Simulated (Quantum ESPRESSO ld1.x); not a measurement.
Q: I3+, configuration [Kr] 4d10 5s2 5p2. Method: non-relativistic Kohn-Sham, LDA (Slater exchange, Perdew-Zunger correlation), spin-polarised, spherical densities, point nucleus; open shells are filled with parallel spins first; relativity is left out, which matters for an element this heavy; computed with ld1.x of Quantum ESPRESSO 7.5. Some entries of the table are withheld. Estimate them.

| orbital | occ. | eigenvalue (hartree) | <r> (bohr) | <r^2> (bohr^2) |
|---|---|---|---|---|
| 1s up | 1 | -1162.99 | 0.02870 | 0.001102 |
| 1s down | 1 | -1162.99 | 0.02870 | 0.001102 |
| 2s up | 1 | -176.268 | 0.1236 | 0.01792 |
| 2s down | 1 | -176.266 | 0.1236 | 0.01792 |
| 2p up | 3 | -165.800 | 0.1052 | 0.01345 |
| 2p down | 3 | -165.797 | 0.1052 | 0.01345 |
| 3s up | 1 | -36.4325 | 0.3284 | 0.1230 |
| 3s down | 1 | -36.4294 | 0.3284 | 0.1230 |
| 3p up | 3 | -32.0207 | 0.3186 | 0.1176 |
| 3p down | 3 | -32.0174 | 0.3186 | 0.1175 |
| 3d up | 5 | -23.7905 | 0.2891 | 0.09875 |
| 3d down | 5 | -23.7874 | 0.2891 | 0.09874 |
| 4s up | 1 | -7.29522 | 0.7699 | 0.6697 |
| 4s down | 1 | -7.28835 | 0.7696 | 0.6690 |
| 4p up | 3 | -5.75106 | 0.8044 | 0.7373 |
| 4p down | 3 | -5.74342 | 0.8037 | 0.7357 |
| 4d up | 5 | -3.11297 | 0.9118 | 0.9712 |
| 4d down | 5 | -3.10151 | 0.9085 | 0.9631 |
| 5s up | 1 | -1.67347 | 1.891 | (1) |
| 5s down | 1 | -1.61751 | 1.889 | (2) |
| 5p up | 2 | -1.28907 | 2.122 | 5.051 |
| 5p down | 0 | -1.23219 | 2.132 | 5.110 |

A: 
(1) 5s up <r^2> (bohr^2): 4.001
(2) 5s down <r^2> (bohr^2): 3.997
